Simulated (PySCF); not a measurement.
C6H7P.
SMILES with atom numbers: `[PH2:1][c:2]1[cH:3][cH:4][cH:5][cH:6][cH:7]1` (hydrogens: H8, H9 on P1; H10 on C3; H11 on C4; H12 on C5; H13 on C6; H14 on C7)

Computed by this run: PBE0-D3(BJ)/def2-SVP geometry optimisation, gas phase in PySCF 2.14.0; density fitting, grid level 1; the optimiser is geomeTRIC in internal coordinates, started from a GFN2-xTB structure with every atom displaced at random (about 0.01 Å).

Step 0: E = -15606.1766 eV
```
atom  x, y, z in Å  |  force x, y, z in eV/Å
P1      2.6152   -0.2420    0.6639   -0.773   1.088   1.084
C2      0.8116   -0.0803    0.2504    0.803   0.005   0.272
C3      0.0481   -1.2153   -0.0391    3.020  -0.260   0.568
C4     -1.2552   -1.1077   -0.2792   -3.719  -0.535  -0.678
C5     -1.9148    0.1191   -0.2387    1.013   0.659   0.322
C6     -1.1785    1.2644    0.0676   -0.322  -0.191  -0.140
C7      0.1916    1.1579    0.3166   -0.711  -0.139  -0.138
H8      3.0081    0.8879   -0.1039    0.171   0.120   0.008
H9      2.8962   -1.1061   -0.3449    0.449  -1.168  -1.242
H10     0.5520   -2.1811   -0.0531   -0.047  -0.206  -0.076
H11    -1.8701   -1.9998   -0.4961    0.331   0.194   0.033
H12    -2.9658    0.2057   -0.4139   -0.847  -0.085  -0.205
H13    -1.6862    2.2352    0.1008    0.149  -0.050   0.049
H14     0.7408    2.0471    0.5618    0.483   0.567   0.143
```

**Question.** Estimate the geometry and energy of step 1. (The exact step hangs on the optimiser's Hessian estimate; all steps are aligned on step 0, rigid shifts and turns removed.)

**Answer.** E = -15606.3728 eV, largest force 0.894 eV/Å
```
atom  x, y, z in Å  |  force x, y, z in eV/Å
P1      2.6156   -0.2226    0.6760    0.069  -0.202  -0.371
C2      0.8274   -0.0733    0.2594    0.022   0.051  -0.007
C3      0.0711   -1.2128   -0.0220   -0.714   0.011  -0.148
C4     -1.3117   -1.1151   -0.2749    0.880   0.005   0.157
C5     -1.9362    0.1239   -0.2294   -0.331   0.050  -0.022
C6     -1.1921    1.2643    0.0696    0.047   0.036   0.018
C7      0.1750    1.1675    0.3124    0.102   0.079   0.042
H8      3.0634    0.9093   -0.0780   -0.016  -0.053   0.049
H9      2.9525   -1.1597   -0.3776   -0.076   0.274   0.328
H10     0.5414   -2.1959   -0.0614    0.094  -0.080  -0.005
H11    -1.8673   -2.0191   -0.5132   -0.159  -0.116  -0.021
H12    -3.0130    0.2026   -0.4221    0.141   0.013   0.013
H13    -1.6796    2.2411    0.1116   -0.005   0.006  -0.007
H14     0.7465    2.0748    0.5418   -0.054  -0.073  -0.026
```

The energy changes by -0.1962 eV. The first-order estimate −F·Δx gives -0.5384 eV and the mean of the old and new forces, exact on a quadratic surface, -0.2157 eV. The step makes an angle of 52° with the force vector and moves no atom by more than 0.084 Å.

What follows is the cost of the whole optimisation. Time: 45 s of wall time; peak memory 0.59 GiB. Hardware: an Arm Neoverse V1 with one thread (shared host).
